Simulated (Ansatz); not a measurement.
`F[SiH2]C[SiH3]`, relaxed with RKS PBE0-D4/def2-TZVP in the Gaussian-basis code of Ansatz from a PBE-D4/def2-SVP geometry. The force threshold is 0.005 eV/Å; the program also tests the step.

The species carries charge 0 and has multiplicity 1.

Start:

```xyz
11

F    -1.562    0.792   -1.427
Si   -0.724    1.420   -0.156
C     0.040    0.000    0.801
Si    0.713   -1.395   -0.301
H     0.345    2.317   -0.713
H    -1.691    2.213    0.677
H     0.873    0.403    1.418
H    -0.706   -0.431    1.502
H    -0.415   -2.170   -0.918
H     1.566   -0.815   -1.397
H     1.561   -2.335    0.515
```

```json
{"step": "1", "energy (eV)": "-19616.6729", "largest force (eV/Å)": "1.156", "largest move (Å)": "0.000"}
{"step": "2", "energy (eV)": "-19616.7214", "largest force (eV/Å)": "0.701", "largest move (Å)": "0.027"}
{"step": "3", "energy (eV)": "-19616.7346", "largest force (eV/Å)": "0.096", "largest move (Å)": "0.024"}
{"step": "4", "energy (eV)": "-19616.7362", "largest force (eV/Å)": "0.040", "largest move (Å)": "0.047"}
{"step": "5", "energy (eV)": "-19616.7372", "largest force (eV/Å)": "0.117", "largest move (Å)": "0.122"}
{"step": "6", "energy (eV)": "-19616.7382", "largest force (eV/Å)": "0.039", "largest move (Å)": "0.016"}
{"step": "7", "energy (eV)": "-19616.7387", "largest force (eV/Å)": "0.008", "largest move (Å)": "0.027"}
{"step": "8", "energy (eV)": "-19616.7390", "largest force (eV/Å)": "0.026", "largest move (Å)": "0.056"}
{"step": "9", "energy (eV)": "-19616.7391", "largest force (eV/Å)": "0.018", "largest move (Å)": "0.029"}
{"step": "10", "energy (eV)": "-19616.7391", "largest force (eV/Å)": "0.007", "largest move (Å)": "0.011"}
{"step": "11", "energy (eV)": "-19616.7392", "largest force (eV/Å)": "0.003", "largest move (Å)": "0.005"}
```

End:

```xyz
11

F    -1.791    0.824   -1.236
Si   -0.745    1.394   -0.162
C     0.006   -0.021    0.770
Si    0.762   -1.371   -0.293
H     0.296    2.146   -0.906
H    -1.495    2.313    0.731
H     0.793    0.393    1.414
H    -0.746   -0.465    1.431
H    -0.295   -2.091   -1.047
H     1.722   -0.775   -1.260
H     1.494   -2.348    0.556
```

Hardware: 4 threads of a server CPU on a shared host. Wall time 27 s, peak host memory 0.43 GiB.
